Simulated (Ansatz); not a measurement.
FS (SMILES F[S]), doublet, at a GFN2-xTB geometry; Ansatz (a first-principles code) with CASSCF(5,5)/cc-pVDZ.

Input for Ansatz:
Ansatz 0.2 input:
```yaml
crystal:
  periodic: [false, false, false]
  atoms:
    - {symbol: S, position_ang: [-0.00000000, -0.00000000, -0.58553682]}
    - {symbol: F, position_ang: [0.00000000, 0.00000000, 1.04095435]}
basis:
  gaussian:
    orbitals: cc-pVDZ
hamiltonian:
  xc: hf
correlation: {active_space: {window: {electrons: 5, orbitals: 5}}}
magnetization: {spin_polarized: false, initial_magnetization: 1}
```

Task: What does Ansatz print? Leave out banner, timings and long lists.

Result: 
```
Functional definition: HF
321 factors; integrals over basis functions are off by at most 7.9e-4 eV
mean field evaluation 1: about -13520.7025 eV, gradient 1.8e1 eV
mean field evaluation 2: about -13520.7321 eV, gradient 1.8e1 eV
mean field evaluation 4: about -13521.4058 eV, gradient 2.6e0 eV
mean field evaluation 8: about -13521.4235 eV, gradient 1.3e-1 eV
mean field evaluation 16: about -13521.4237 eV, gradient 1.2e-6 eV
mean field -13521.42369087 eV, -496.9031554893 hartree, gradient 1.2e-6 eV, S^2 0.750000; 2 other end points of the search recorded, 0 dependent functions left out
reference -13521.42369087 eV, -496.9031554893 hartree; 13, 12 occupied and 19, 20 virtual orbitals, 321 factors
state -13523.08352447 eV, -496.9641532489 hartree
Total energy: -13523.08352447 eV, -496.9641532489 hartree
```
